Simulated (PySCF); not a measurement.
Assigning NMR signals

Atoms are numbered as in `[CH3:1][NH:2][Si@H:3]1[NH:4][SiH2:5][CH2:6][SiH2:7][O:8]1` (H(Xn): hydrogen on atom n). Ha(Si5), Ha(C6), Ha(Si7) are cis to N2 on the ring; Hb(Si5), Hb(C6), Hb(Si7) are trans to N2 on the ring.

One computed conformer, in vacuum, equivalent nuclei averaged, no relativistic terms. Geometry: GFN2-xTB; GIAO PBE0/pcSseg-1 shieldings; PySCF.

δ = σ(ref) − σ, references computed at the same level: TMS for ¹³C (186.93 ppm), ¹H (31.72 ppm).

Q: Assign these signals to the numbered atoms. ¹³C{¹H} NMR (computed): δ 27.5 (CH3), -3.6 (CH2).

A: 
| δ (ppm) | atoms | environment | reason |
| --- | --- | --- | --- |
| 27.5 | C1 | methyl carbon bonded to N | the inductive effect lowers its shielding |
| -3.6 | C6 | sp3 CH2 bonded to 2 Si | an electropositive neighbour leaves it electron-rich and shielded |

Q: Assign these signals to the numbered atoms. ¹H NMR (400 MHz, computed): δ 5.43 (m, 1H), 5.29 (m, 1H), 5.29 (m, 1H), 5.28 (m, 1H), 5.07 (s, 1H), 2.69 (s, 3H), 0.69 (br s, 1H), 0.58 (m, 1H), 0.04 (br s, 1H), -0.45 (m, 1H).

A: 
| δ (ppm) | atoms | environment | reason |
| --- | --- | --- | --- |
| 5.43 | Hb(Si7) | hydrogen on a silicon bonded to C, O, in a 6-membered ring | – |
| 5.29 | Ha(Si5) | hydrogen on a silicon bonded to C, N, in a 6-membered ring | – |
| 5.29 | Ha(Si7) | hydrogen on a silicon bonded to C, O, in a 6-membered ring | – |
| 5.28 | Hb(Si5) | hydrogen on a silicon bonded to C, N, in a 6-membered ring | – |
| 5.07 | H(Si3) | hydrogen on a silicon bonded to 2 N, O, in a 6-membered ring | – |
| 2.69 | H(C1) | hydrogen on a methyl carbon bonded to N | its carbon carries N, which withdraws density |
| 0.69 | H(N2) | hydrogen on a nitrogen bonded to C, Si | labile proton, position sensitive to the medium |
| 0.58 | Hb(C6) | hydrogen on an sp3 CH2 bonded to 2 Si | an electropositive neighbour shields it, as in TMS itself |
| 0.04 | H(N4) | hydrogen on a nitrogen bonded to 2 Si, in a 6-membered ring | exchangeable; this is the value without hydrogen bonding to other molecules |
| -0.45 | Ha(C6) | hydrogen on an sp3 CH2 bonded to 2 Si | an electropositive neighbour shields it, as in TMS itself |

Ha(Si5) and Ha(Si7); Ha(Si7) and Hb(Si5); H(N2) and Hb(C6) lie closer than the usual error of such a calculation, so a measured spectrum could show them in the other order.

OH/NH shifts are gas-phase values; hydrogen bonding in solution moves them, usually downfield. Shifts are as computed. Against solution values, carbons near 30 ppm lie about +3 ppm off and those near 130 ppm about +5 ppm. Of 1211 compounds with measured shifts, 218 miss one by over three times the rms of a fit or turn the order of signals round; such compounds aren't used in these exercises. No couplings were computed; multiplicities are counted from neighbouring protons, with m where these are inequivalent, close in shift, in a saturated or five-membered ring or joined by F or P, and br s for small geminal =CH2 splittings.
